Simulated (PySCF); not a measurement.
## Correlation energy of Cl (chlorine, neutral)

[Ne] 3s1 3p6, 2S determinant (an excited configuration). Calculation: PySCF 2.14, in aug-cc-pV(D+d)Z (5s4p3d, 32 functions); no relativity, point nucleus. Frozen: [Ne]; 7 electrons correlated.

```
  level  correlation energy (mhartree)
   CCSD                        -292.18
    (T)                         -19.59
CCSD(T)                        -311.77
  CCSDT                        -309.97
```

Diagnostics: T1 = 0.020, D1 = 0.0405, largest double amplitude 0.228.

A double-excitation amplitude exceeds 0.15, a sign of near-degeneracy.

Cost of the coupled-cluster step: of the order of 0.9 core-seconds, for 7 correlated electrons.
